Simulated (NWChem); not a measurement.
Everything below was run with NWChem. System: F3Sc, charge 0, spin multiplicity 1, at a geometry optimised with PBE0/def2-SVP. The structure started from a generated list of species. Level: MP2/pcseg-1, 8 core orbitals frozen.

Output (cleaned and shortened):

```
             Northwest Computational Chemistry Package (NWChem) 7.3.0
             --------------------------------------------------------

                                NWChem Input Module
                                -------------------

 Scaling coordinates for geometry "geometry" by  1.889725989
 (inverse scale =  0.529177249)

 Turning off AUTOSYM since
 SYMMETRY directive was detected!

                             Geometry "geometry" -> ""
                             -------------------------

 Output coordinates in angstroms (scale by  1.889725989 to convert to a.u.)

  No.       Tag          Charge          X              Y              Z
 ---- ---------------- ---------- -------------- -------------- --------------
    1 Sc                  21.0000     0.00000000     0.00000000     0.00000600
    2 F                    9.0000     0.00000000     0.00000000     1.82219500
    3 F                    9.0000    -1.57806500     0.00000000    -0.91110500
    4 F                    9.0000     1.57806500     0.00000000    -0.91110500

 Effective nuclear repulsion energy (a.u.)     205.4032391168

            Nuclear Dipole moment (a.u.)
            ----------------------------
        X                 Y               Z
 ---------------- ---------------- ----------------
     0.0000000000     0.0000000000    -0.0000170075

      Symmetry information
      --------------------

 Group name             C2v
 Group number             16
 Group order               4
 No. of unique centers     3

      Symmetry unique atoms

     1    2    3


 Summary of "ao basis" -> "" (spherical)
 ------------------------------------------------------------------------------
       Tag                 Description            Shells   Functions and Types
 ---------------- ------------------------------  ------  ---------------------
 *                          pcseg-1                   on all atoms

 Summary of "ao basis" -> "ao basis" (spherical)
 ------------------------------------------------------------------------------
       Tag                 Description            Shells   Functions and Types
 ---------------- ------------------------------  ------  ---------------------
 Sc                         pcseg-1                 11       31   5s3p2d1f
 F                          pcseg-1                  6       14   3s2p1d

                                 NWChem SCF Module
                                 -----------------
[...]
    Atom       Charge   Shell Charges
 -----------   ------   -------------------------------------------------------
    1 Sc  21    19.01   2.00  2.00  2.01  0.03  0.01  6.00  6.04  0.14  0.57  0.18  0.02
    2 F    9     9.66   2.00  0.93  1.04  3.41  2.28  0.00
    3 F    9     9.66   2.00  0.93  1.04  3.41  2.28  0.00
    4 F    9     9.66   2.00  0.93  1.04  3.41  2.28  0.00

       Multipole analysis of the density wrt the origin
       ------------------------------------------------

     L   x y z        total         open         nuclear
     -   - - -        -----         ----         -------
     0   0 0 0     -0.000000      0.000000     48.000000

     1   1 0 0      0.000000      0.000000      0.000000
     1   0 1 0     -0.000000      0.000000      0.000000
     1   0 0 1      0.000054      0.000000     -0.000017

     2   2 0 0    -30.921958      0.000000    160.073688
     2   1 1 0     -0.000000      0.000000      0.000000
     2   1 0 1     -0.000000      0.000000      0.000000
     2   0 2 0    -18.524794      0.000000      0.000000
     2   0 1 1      0.000000      0.000000      0.000000
     2   0 0 2    -30.922017      0.000000    160.075005

                   NWChem MP2 Semi-direct Energy/Gradient Module
                   ---------------------------------------------

  Basis functions       =     73
  Molecular orbitals    =     73
  Frozen core           =      8
  Frozen virtuals       =      0
  Active alpha occupied =     16
  Active beta occupied  =     16
  Active alpha virtual  =     49
  Active beta virtual   =     49
  Use MO symmetry       = T
  Use skeleton AO sym   = T

  AO/Fock/Back tols     =   1.0D-09  1.0D-09  1.0D-09

 GA uses MA = F    GA memory limited = T

 Available:
  local mem=  1.26D+08
 global mem=  1.44D+08
 local disk=  0.00D+00
  mp2_memr nvloc                    49
  nvloc new                    49
   1 passes of  16:        3145728                      50055                   7017053.
   1 passes of  16: M    126150118           G      144168542           F     123004390.

 Semi-direct pass number   1 of   1  for RHF alpha+beta  at        0.6s
  vrange nnbf                  2629
  mp2_eaftype                    26  avail_ma_in_mb                  1099
 EAF : mp2_eaftype filesize          26    3508526.
  mp2_eaf for mointskh                     26
Node 0 wrote     16.5 Mb in      0.0 s     Agg I/O rate:  1938.5 Mb/s
 Done moints_semi at        2.2s
  mp2_eaftype                    26  avail_ma_in_mb                  1073
 EAF : mp2_eaftype filesize          26    3508526.
  mp2_eaf for kh                    26
 Done maket at        2.3s
 Done multipass loop at        2.3s

          -------------------------------------------
          SCF energy               -1058.147573421041
          Correlation energy          -0.786892169181
          Singlet pairs               -0.444718593684
          Triplet pairs               -0.342173575498
          Total MP2 energy         -1058.934465590222
          -------------------------------------------

          ---------------------------------------------------
                    Spin Component Scaled (SCS) MP2
          Same spin pairs                     -0.228115716998
          Same spin scaling factor             0.333333333333
          Opposite spin pairs                 -0.558776452183
          Opposite spin scaling fact.          1.200000000000
          SCS-MP2 correlation energy          -0.746570314952
          Total SCS-MP2 energy             -1058.894143735993
          ---------------------------------------------------

 -----------------------
 Performance information
 -----------------------

 Timer overhead =  9.60D-08 seconds/call

               Nr. of calls         CPU time (s)                 Wall time (s)                GFlops
             ---------------    -------------------     ------------------------------   -------------------
Name         Min   Avg   Max    Min     Avg     Max     Min     Avg     Max   Mx/calls   Min     Max     Sum
mp2: moin     1     1     1    1.6     1.6     1.6      1.6     1.6     1.6     1.6      0.0     0.0     0.0
mp2: make     1     1     1   6.06E-2 6.06E-2 6.06E-2  6.06E-2 6.06E-2 6.06E-2 6.06E-2   0.0     0.0     0.0
mp2: tota     1     1     1    1.7     1.7     1.7      1.7     1.7     1.7     1.7      0.0     0.0     0.0

 The average no. of pstat calls per process was 3.00D+00
 with a timing overhead of 2.88D-07s

 Task  times  cpu:        2.3s     wall:        2.3s

 Total times  cpu:        2.3s     wall:        2.3s
```

**Question.** Write an NWChem input that would produce this output.

**Answer.** Several could match; the one computed here: 
```
start mol
memory heap 200 mb stack 900 mb global 1100 mb
geometry units angstroms nocenter noautoz
  Sc     0.000000     0.000000     0.000006
  F      0.000000     0.000000     1.822195
  F     -1.578065     0.000000    -0.911105
  F      1.578065     0.000000    -0.911105
  symmetry group C2v
end
basis spherical
  * library pcseg-1
end
scf
  rhf
  nopen 0
  maxiter 100
  thresh 1e-7
  semidirect memsize 60000000 filesize 0
end
mp2
  freeze core 8
end
task mp2 energy
```
